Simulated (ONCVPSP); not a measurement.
## manganese (Mn), ONCV: configuration errors across variants

manganese, optimised norm-conserving Vanderbilt (ONCV), made with ONCVPSP 4.0.1 (Wu-Cohen, scalar-relativistic). Core [Ne], reference 3s2 3p6 3d5 4s1.5 4p0.5. Waves: 3s+4s: rc 1.60 bohr, ncon 4, nbas 9, qcut 8.4 1/bohr, 2 projectors; 3p+4p: rc 1.30 bohr, ncon 4, nbas 8, qcut 12.5 1/bohr, 3 projectors, debl 0.8 Ha; 3d: rc 2.00 bohr, ncon 3, nbas 8, qcut 8.5 1/bohr, 2 projectors, debl 0.4 Ha. Local part: polynomial inside 1.25 bohr (lpopt 5, dvloc0 6 Ha). Core correction: Teter function, fcfact 3.75, rcfact 1.2.

All-electron excitation energies from the reference (eV): (1) 3s2 3p6 3d5 4s2 4p0 -1.931; (2) 3s2 3p6 3d5 4s1 4p0 6.516; (3) 3s2 3p6 3d5 4s0 4p0 21.995; (4) 3s1 3p6 3d5 4s2 4p0 91.385.

3 further variants failed, have other tests or too few solved ones, and are left out.

Errors AE − PS in meV (a dash: test not solved or not reliable):

| change | (1) | (2) | (3) | (4) | bound ghosts | GHOST(+) flags above zero |
| --- | --- | --- | --- | --- | --- | --- |
| base | +0.4 | +1.0 | +10 | -659 | none | none |
| core correction polynomial model core, fcfact 0.4 | +0.4 | +1.0 | +9.9 | -675 | none | none |
| s: qcut 11.6 | +0.5 | +1.1 | +12 | -487 | none | none |
| p: nbas 7 | +0.4 | +1.0 | +10 | -659 | none | none |
| s: rc 1.36 | +0.4 | +1.1 | +11 | -533 | none | none |
| all radii but the core radius scaled by about 1.14 (s 1.84, p 1.48, d 2.28 bohr); local potential polynomial inside 1.44 bohr (lpopt 5, dvloc0 6 Ha) | +0.5 | +1.7 | +13 | -865 | none | none |
| core correction Teter function, fcfact 3.75, rcfact 1.78 | +0.4 | +1.0 | +10.0 | -675 | none | none |

Give the same row for: s: ncon 3, nbas 8.

+0.4, +1.0, +10, -675; bound ghosts: none; GHOST(+) flags above zero: none.
